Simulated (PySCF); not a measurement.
**Radial density of Dy³⁺ (dysprosium, charge +3)**

r2SCAN, [Xe] 4f9, one real determinant. Calculation: PySCF 2.14, in x2c-TZVPPall (11s7p7d4f2g, 113 functions); the spin-free X2C one-electron Hamiltonian (Gaussian nucleus).

```csv
r (bohr),4πr²ρ (e/bohr),4πr²(ρα − ρβ)
0.0253,78.08,0.0042
0.0426,95.31,0.0076
0.0716,116.1,0.0024
0.120,88.33,0.0959
0.203,101.3,1.0374
0.341,45.71,4.3458
0.573,50.83,6.5175
0.964,16.99,3.3857
1.62,6.682,0.5795
2.73,0.4569,-0.0070
4.59,0.0007490,0.0001
7.71,1.862e-05,0.0000
```

Densities and radii are taken from the X2C orbitals without a picture-change correction, which distorts them close to the nucleus.

⟨L²⟩ = 24.01 against 30 for a pure H term, so this real determinant mixes terms. Spin-orbit coupling, absent here, splits the open shell strongly.

Where is the radial spin density 4πr²(ρα − ρβ) most negative, and why is it negative at all?

Around r = 2.73 bohr, down to -0.0070 e/bohr: exchange with the open shell polarises the paired shells in an unrestricted calculation.
